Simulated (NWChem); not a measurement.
Species: C3H4O; SMILES C1=COC1

```xyz
8

C     -0.5037    -0.9320     0.0000
C      0.7973    -0.5538     0.0000
O      0.6293     0.8217     0.0000
C     -0.8200     0.5458     0.0000
H     -1.0763    -1.8634     0.0000
H      1.8068    -0.9932     0.0000
H     -1.2921     0.9712    -0.9107
H     -1.2921     0.9712     0.9107
```
Atoms are numbered in this order, from 1.

All runs: NWChem. Pople sets run with spherical d functions. Geometry: optimised at PBE-D3(BJ)/def2-SVP. Level: PBE0/6-31G* with SMD (1 M gas to 1 M solution), gas-phase geometry.

```tsv
solvent	dielectric constant	solvation free energy (kcal/mol)	cavity-dispersion-structure term (kcal/mol)	dipole in solution (D)
water	78.4	-2.7	2.7	1.81
cyclohexane	2.02	-3.1	-1.3	1.42
chloroform	4.71	-4.1	-0.8	1.53
cyclohexanone	15.6	-4.1	-0.5	1.53
benzene	2.27	-3.7	-1.6	1.43
n-hexane	1.88	-3.3	-1.6	1.41
```
